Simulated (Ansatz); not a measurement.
Vertical singlet–triplet gap (eV) of eight silicon and germanium compounds: PBE beside PBE0, computed with Ansatz (a program for electronic structure) for isolated molecules in the bases named; differences from unrounded values. The eight are the first of their class met in an unordered collection, after screening for sound electronic states; none was chosen by its value. Functionals give these values as differences of separate SCF runs (ΔSCF), EOM-CCSD as a root; each molecule has one DFT geometry for both levels.

```csv
molecule,basis,PBE0
"C3H7NOSi, SMILES C[C@@H](C#N)[SiH2]O",def2-SVPD,6.23
"C₃H₉ClOSi, SMILES CC[Si@@](O)(C)Cl",def2-SVPD,7.16
"CH9NSi4, SMILES C1=N[SiH2][Si@H]([SiH2]1)[SiH3]",def2-SVPD,2.76
"C2H11FSi3, SMILES [SiH3]CC[SiH2][SiH2]F",def2-SVPD,5.46
"C₄H₁₀Si₂, SMILES C[Si@H]1C=CC[SiH2]1",def2-SVPD,4.08
"CH9FN2Si2, SMILES N[SiH2]N[SiH2]CF",def2-SVPD,5.87
"C3H4F2Si, SMILES C(C#C)([SiH3])(F)F",def2-TZVPD,5.18
"H₈N₂OSi₂, SMILES N[SiH2][Si@H](O)N",def2-TZVPD,4.97
```

**Question.** Estimate the PBE values and say how PBE differs from PBE0 over the set. (The exact figures need the calculation; the answer reports its results.)

**Answer.** 
| molecule | PBE | difference |
|---|---|---|
| C3H7NOSi, SMILES C[C@@H](C#N)[SiH2]O | 6.02 | -0.21 |
| C₃H₉ClOSi, SMILES CC[Si@@](O)(C)Cl | 6.48 | -0.68 |
| CH9NSi4, SMILES C1=N[SiH2][Si@H]([SiH2]1)[SiH3] | 2.76 | 0.00 |
| C2H11FSi3, SMILES [SiH3]CC[SiH2][SiH2]F | 5.15 | -0.30 |
| C₄H₁₀Si₂, SMILES C[Si@H]1C=CC[SiH2]1 | 4.20 | 0.12 |
| CH9FN2Si2, SMILES N[SiH2]N[SiH2]CF | 5.24 | -0.63 |
| C3H4F2Si, SMILES C(C#C)([SiH3])(F)F | 5.12 | -0.06 |
| H₈N₂OSi₂, SMILES N[SiH2][Si@H](O)N | 4.55 | -0.42 |
PBE lies below PBE0 in 6 and above it in 1 of the eight; the mean signed difference is -0.27 and the largest -0.68 eV.
